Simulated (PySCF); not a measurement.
Computed with TPSSh-D3(BJ)/def2-TZVP // CAM-B3LYP-D3(BJ)/def2-TZVP (PySCF). Isolated molecules, 0 K electronic values unless said otherwise. One relaxed conformer stands for a flexible species; it need not be the lowest. Excitations are Tamm–Dancoff values on a coarser integration grid. The basis has no diffuse functions, so Rydberg states are missing or too high.

Reference species (SMILES): `[NH2][Sn]([NH2])([NH2])[NH2]` (neutral, multiplicity 1).

The LUMO comes out as -0.59 eV, the S1 excitation (TDA) is 5.29 eV and the HOMO comes out as -6.24 eV.

Changed species: `[F][Sn]([F])([F])[F]` (0 of 4 F replaced by NH2; the reference has 4 of 4 F replaced by NH2).

Problem. What does the change do to the LUMO, S1 excitation (TDA) and HOMO?

Solution. the LUMO falls by 3.46 eV, to -4.05 eV; the S1 excitation (TDA) increases by 1.21 eV, to 6.50 eV; the HOMO drops by 5.01 eV, to -11.25 eV.
